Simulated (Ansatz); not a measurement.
Harmonic frequencies (cm⁻¹) at PBE0-D4/def2-TZVP from Ansatz: 156, 258, 287, 331, 378, 405, 433, 475, 651, 779, 782, 809, 855, 947, 968, 1009, 1051, 1125, 1181, 1212, 1263, 1351, 1393, 1421, 1501, 2570, 2588, 2673, 2685, 2711, 3131, 3223, 3841.

Each molecule was computed in one conformer, which needn't be the lowest.

Question: Which molecule is it?
A. `[AlH2][CH]1C[SiH2]1`
B. `BC(B)(C)O`
C. `CBBOC`
D. `BCB(C)O`

Answer: B.
